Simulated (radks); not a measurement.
Values are calculated unless marked as measured or tabulated.
These are the eigenvalues of the occupied orbitals of an atom or ion with whole-number occupations (eV). Code: a radial shooting solver on a logarithmic mesh with Libxc functionals. Model: Dirac Kohn-Sham, PBE, spin-unpolarised, spherical densities, point nucleus.

| orbital | eigenvalue |
|---|---|
| 1s1/2 | -67294.75 |
| 2s1/2 | -11566.55 |
| 2p1/2 | -11053.47 |
| 2p3/2 | -9783.142 |
| 3s1/2 | -2661.215 |
| 3p1/2 | -2433.482 |
| 3p3/2 | -2160.000 |
| 3d3/2 | -1776.066 |
| 3d5/2 | -1716.508 |
| 4s1/2 | -554.6298 |
| 4p1/2 | -460.7876 |
| 4p3/2 | -397.8202 |
| 4d3/2 | -243.7772 |
| 4d5/2 | -232.2108 |
| 5s1/2 | -88.0022 |
| 5p1/2 | -60.8857 |
| 5p3/2 | -52.1521 |
| 4f5/2 | -40.8830 |
| 4f7/2 | -38.9011 |
| 5d3/2 | -18.5061 |

Which element is it, and in what charge state? The configuration may be excited. Open shells, if any, fill j = l - 1/2 first.

Answer. Z = 73, tantalum, charge +2: Ta2+ in [Xe] 4f14 5d3. The list shows which subshells hold electrons but not how many an open one holds; the 1s level, -2473 hartree, gives Z - s = 70.3 by -(Z - s)^2/2, which with screening and relativity narrows Z to a few neighbours, and the depths of the outer levels then fix element, charge and occupations together.
